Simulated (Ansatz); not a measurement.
Cost and result for the atomization energy of `O[SiH2]/C=C/[SeH]` (11 atoms, 10 bonds).

Cartesian coordinates in Å:
```
O -1.398 -0.025 2.135
Si -0.538 -0.855 0.997
C 0.605 0.318 0.151
C 0.514 0.521 -1.163
Se 1.658 1.667 -2.140
H -1.751 -0.527 2.871
H 0.207 -1.959 1.669
H -1.424 -1.445 -0.046
H 1.371 0.840 0.722
H -0.240 0.023 -1.764
H 0.997 1.442 -3.430
```

The species carries charge 0 and has multiplicity 1. Correlated methods include outer-core shells of Se, which these sets cover unevenly. Scalar relativity is left out up to krypton. The structure was optimised at the PBE0-D4/def2-TZVP level. It is one conformer, not always the lowest. Program: Ansatz. All runs use 4 threads of an Arm Neoverse N1 on a shared host. Times are those of one run each, without the atoms' runs, and a repeat can differ threefold. Electronic energies, without spin–orbit coupling; frozen cores. CCSD(T)/CBS adds CCSD(T) − MP2 in def2-TZVPP to the MP2 limit, and its time is that of the two runs behind it. T1 = 0.011. With those shells the extrapolation isn't a true limit. B3LYP takes the VWN-RPA correlation (the form of Gaussian; ORCA's B3LYP/G).

CCSD(T)/CBS is a level of theory with its own doubt, some kJ/mol a heavy atom from the limit and from the frozen cores, so smaller differences don't rank the functionals.

| level | functions | wall time | atomization (kJ/mol) | difference from CCSD(T)/CBS | per bond |
| --- | --- | --- | --- | --- | --- |
| PBE-D4/def2-TZVPP (with forces) | 267 | 5.5 s | 4067.1 | 57.7 | 5.8 |
| PBE0-D4/def2-TZVPP | 267 | 7 s | 3990.5 | -18.9 | -1.9 |
| r2SCAN-D4/def2-TZVPP (with forces) | 267 | 11 s | 4010.2 | 0.8 | 0.1 |
| B3LYP-D4/def2-TZVPP (with forces) | 267 | 11 s | 3991.4 | -18.0 | -1.8 |
| B2PLYP/def2-TZVPP | 267 | 13 s | 3950.8 | -58.6 | -5.9 |
| ωB97X-V/def2-TZVPP | 267 | 18 s | 4003.1 | -6.3 | -0.6 |
| ωB97M-V/def2-TZVPP (with forces) | 267 | 25 s | 3996.9 | -12.5 | -1.3 |
| MP2/def2-QZVPP | 510 | 53 s | 4029.3 | 19.9 | 2.0 |
| CCSD(T)/def2-TZVPP | 267 | 8.7 min | 3897.5 | -111.9 | -11.2 |
| CCSD(T)/CBS(def2) | – | 9.6 min | 4009.4 | 0.0 | 0.0 |

The D4 term adds +40.3 kJ/mol with B3LYP and +21.2 kJ/mol with PBE0; it sums over pairs of atoms, weighted by their polarisabilities, and B3LYP, whose exchange is more repulsive, gets the larger term. From PBE to PBE0 (25 % exact exchange), in def2-TZVPP and without D4, the atomization energy moves by −72.9 kJ/mol: exact exchange takes away binding that semilocal exchange gives to molecules. In def2-TZVPP, CCSD(T) changes the Hartree–Fock value by +1029.0 kJ/mol (the triples alone add +66.2 kJ/mol) and MP2 by +1094.4 kJ/mol; breaking electron pairs costs correlation energy, which Hartree–Fock lacks.
